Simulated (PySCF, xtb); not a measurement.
Ga(H)2(NHMe) (CH₆GaN), SMILES C[NH][GaH2].

Harmonic wavenumbers (cm⁻¹) from GFN2-xTB run with xtb 6.7.1 at its own minimum, in rising order: 153, 159, 213, 382, 421, 484, 560, 674, 1008, 1083, 1100, 1296, 1411, 1475, 1492, 1693, 1722, 2911, 2932, 2942, 3343.

Question: What does PBE-D3(BJ)/def2-SVP (PySCF) give at its own minimum? (An estimate is asked for; the answer gives what the named calculation found.)

Answer: 165, 224, 281, 484, 525, 586, 624, 692, 1048, 1093, 1131, 1335, 1395, 1409, 1440, 1930, 1943, 2911, 2964, 3040, 3499. Paired by order, the mean absolute difference is 73 cm⁻¹ and the zero-point energies are 39.2 and 41.1 kcal/mol.
